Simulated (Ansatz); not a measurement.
Na₆Cu⁻, 7 atoms. Hardware: 4 threads of AMD EPYC 7B13 on a shared host.

Correlated methods freeze 15 core orbitals; core or outer-core shells of Na are correlated, in sets that lack core-valence functions.

Question: How many basis functions does each of these Ansatz runs have, and roughly what does it cost? PBE0-D4/def2-TZVPD, charge -1 singlet, energy, from earlier orbitals; LDA (SPW92)/def2-TZVPD, charge -1 singlet, energy, from earlier orbitals; PBE-D4/def2-TZVPD, charge -1 singlet, energy and forces, from earlier orbitals; B3LYP-D4/def2-TZVPD, charge -1 singlet, energy, from earlier orbitals; r2SCAN-D4/def2-TZVPD, charge -1 singlet, energy, from earlier orbitals; MP2/def2-TZVPD, charge -1 singlet, energy, from earlier orbitals; B3LYP-D4/def2-SVPD, charge -1 singlet, relaxation, 8 steps; CCSD(T)/def2-SVPD, charge -1 singlet, energy, from earlier orbitals; BLYP-D4/def2-TZVPD, charge -1 singlet, energy, from earlier orbitals.

Answer: Other jobs shared the machine, so times can vary by a factor of up to 3. A dash marks memory too small to be measured apart from the calling script's.

| run | functions | fitting or Cholesky vectors | wall time | peak host memory (GiB) |
| --- | --- | --- | --- | --- |
| LDA (SPW92)/def2-TZVPD, charge -1 singlet, energy, from earlier orbitals | 258 | 2377 | 2.9 s | 0.64 |
| BLYP-D4/def2-TZVPD, charge -1 singlet, energy, from earlier orbitals | 258 | 2377 | 5.5 s | 0.65 |
| PBE-D4/def2-TZVPD, charge -1 singlet, energy and forces, from earlier orbitals | 258 | 2377 | 6 s | 0.66 |
| MP2/def2-TZVPD, charge -1 singlet, energy, from earlier orbitals | 258 | 2356 | 9 s | 1.2 |
| B3LYP-D4/def2-TZVPD, charge -1 singlet, energy, from earlier orbitals | 258 | 2446 | 9.5 s | 1.4 |
| PBE0-D4/def2-TZVPD, charge -1 singlet, energy, from earlier orbitals | 258 | 2528 | 10 s | 1.4 |
| r2SCAN-D4/def2-TZVPD, charge -1 singlet, energy, from earlier orbitals | 258 | 2377 | 10 s | 0.73 |
| B3LYP-D4/def2-SVPD, charge -1 singlet, relaxation, 8 steps | 142 | 1367 | 23 s | – |
| CCSD(T)/def2-SVPD, charge -1 singlet, energy, from earlier orbitals | 142 | 1317 | 55 s | 1.4 |
